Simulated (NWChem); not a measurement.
C8H5FO; SMILES c1oc2c(F)cccc2c1

All runs: NWChem. Geometry: optimised at PBE0/def2-SVP. No frequency run checked for a minimum. Level: PBE/def2-SVP with SMD (1 M gas to 1 M solution), gas-phase geometry.

```json
[
 {"solvent": "water", "dielectric constant": "78.4", "solvation free energy (kcal/mol)": "0.2", "cavity-dispersion-structure term (kcal/mol)": "4.9", "dipole in solution (D)": "2.24"},
 {"solvent": "cyclohexanone", "dielectric constant": "15.6", "solvation free energy (kcal/mol)": "-4.9", "cavity-dispersion-structure term (kcal/mol)": "-0.9", "dipole in solution (D)": "2.16"},
 {"solvent": "chloroform", "dielectric constant": "4.71", "solvation free energy (kcal/mol)": "-5.7", "cavity-dispersion-structure term (kcal/mol)": "-2.3", "dipole in solution (D)": "2.07"},
 {"solvent": "dimethyl sulfoxide", "dielectric constant": "46.8", "solvation free energy (kcal/mol)": "-3.6", "cavity-dispersion-structure term (kcal/mol)": "0.6", "dipole in solution (D)": "2.20"},
 {"solvent": "benzene", "dielectric constant": "2.27", "solvation free energy (kcal/mol)": "-5.5", "cavity-dispersion-structure term (kcal/mol)": "-3.3", "dipole in solution (D)": "1.93"}
]
```
